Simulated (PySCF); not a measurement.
Si(NH2)4 (H8N4Si), SMILES N[Si](N)(N)N. Geometry optimised at B3LYP-D3(BJ)/def2-SVP. The values are those of a single conformer.

Computed equilibrium geometry at B3LYP-D3(BJ)/def2-SVP (PySCF confirms it by a frequency run) as bond lengths and angles, and its point group (one conformer of several):
point group S4.
Atoms: N1 Si2 N3 N4 N5 H6 H7 H8 H9 H10 H11 H12 H13. Bonds (Å): N1–Si2 1.735, N1–H6 1.015, N1–H7 1.016, Si2–N3 1.735, Si2–N4 1.735, Si2–N5 1.735, N3–H8 1.015, N3–H9 1.016, N4–H10 1.015, N4–H11 1.016, N5–H12 1.016, N5–H13 1.015. Angles (°): Si2–N1–H6 119.1, Si2–N1–H7 119.1, H6–N1–H7 110.6, N1–Si2–N3 113.0, N1–Si2–N4 102.6, N1–Si2–N5 113.0, N3–Si2–N4 113.0, N3–Si2–N5 102.6, N4–Si2–N5 113.0, Si2–N3–H8 119.1, Si2–N3–H9 119.1, H8–N3–H9 110.6, Si2–N4–H10 119.1, Si2–N4–H11 119.1, H10–N4–H11 110.6, Si2–N5–H12 119.1, Si2–N5–H13 119.1, H12–N5–H13 110.6.
